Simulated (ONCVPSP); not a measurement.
**Configuration tests for aluminium (ONCV)**

Al (Z = 13), optimised norm-conserving Vanderbilt (ONCV), made with ONCVPSP 4.0.1 (BLYP, scalar-relativistic). Core [Ne], reference 3s2 3p1. Waves: 3s: rc 2.30 bohr, ncon 4, nbas 8, qcut 2.2 1/bohr, 2 projectors, debl 3.5 Ha; 3p: rc 2.85 bohr, ncon 4, nbas 7, qcut 3.1 1/bohr, 2 projectors, debl 3.3 Ha; d scattering state at 0.12 Ha: rc 2.50 bohr, ncon 4, nbas 7, qcut 4.1 1/bohr, 2 projectors, debl 3.2 Ha. Local part: polynomial inside 1.70 bohr (lpopt 4, dvloc0 6 Ha). Core correction: polynomial model core, fcfact 0.3.

Energies are relative to the spin-unpolarised reference configuration 3s2 3p1; without spin polarisation the order of configurations can differ from experiment.

(1) Give the all-electron excitation energy and the error of the potential for: 3s2 3p0; 3s1 3p0; 3s2 3p0.5; 3s1 3p1.

Levels in the configuration 3s1 3p0:

| level | all-electron (eV) | pseudo (eV) |
| --- | --- | --- |
| 3s | -23.844 | -23.869 |

## Answers

(1)

```tsv
valence configuration	charge	ΔE all-electron (eV)	error AE − PS (meV)
3s2 3p0	+1	5.627	+1.7
3s1 3p0	+2	24.842	-1.8
3s2 3p0.5	+0.5	2.012	+0.2
3s1 3p1	+1	11.468	-9.1
```
